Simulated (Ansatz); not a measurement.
`O=C=[N][Al]([Cl])[Cl]` → `[Cl][Al][Cl]`• + `[N]=C=O`•  (homolysis of the Al–N bond)

Program: Ansatz. Geometries: PBE0-D4/def2-TZVP. ΔE: electronic, gas phase. CCSD(T)/CBS adds triple-zeta CCSD(T) − MP2 to the extrapolated MP2 energy (def2 sets, frozen cores). This one scheme is used for every species. DFT in def2-TZVPP. B3LYP here is the variant with VWN-RPA as its local correlation; programs differ in this. HSE06 is defined as in plane-wave codes. No spin–orbit coupling; open shells (•) take unrestricted orbitals. One conformer a species, not always the lowest.

```
             level  ΔE (kcal/mol)  difference from CCSD(T)/CBS
            PBE-D4          116.6                         -8.1
           BLYP-D4          114.6                        -10.1
          B3LYP-D4          118.6                         -6.1
            revPBE          109.4                        -15.3
           r2SCANh          118.2                         -6.5
             HSE06          118.0                         -6.7
     CCSD/def2-SVP          120.0                         -4.7
    MP2/def2-TZVPP          133.8                          9.1
    MP2/def2-QZVPP          135.7                         11.0
SCS-MP2/def2-QZVPP          133.7                          9.0
       CCSD(T)/CBS          124.7                            0
```

Largest T1 diagnostic among the species: 0.026.

At CCSD(T), def2-SVP lies −3.6 kcal/mol from the extrapolated value and def2-TZVPP −3.3 kcal/mol: correlation converges slowly with the basis, and small sets miss more of it in the bonded molecule than in its fragments. In def2-TZVPP, CCSD(T) changes the Hartree–Fock value by +22.0 kcal/mol (the triples alone add +1.6 kcal/mol) and MP2 by +34.4 kcal/mol; breaking electron pairs costs correlation energy, which Hartree–Fock lacks.
